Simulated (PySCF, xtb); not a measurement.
SiClFI₂, SMILES F[Si](Cl)(I)I.

GFN2-xTB (xtb) at its own geometry gives an orbital gap of 5.24 eV and a dipole moment of 4.68 D.

Geometry: B3LYP-D3(BJ)/def2-SVP. The def2 effective core potentials stand for the cores of I; spin–orbit coupling is left out.

**Question.** What does B3LYP/def2-TZVP in PySCF give? (An estimate is asked for; the answer gives what the named calculation found.)

**Answer.** gap 5.46 eV (levels -7.75 and -2.29 eV), dipole 1.04 D.
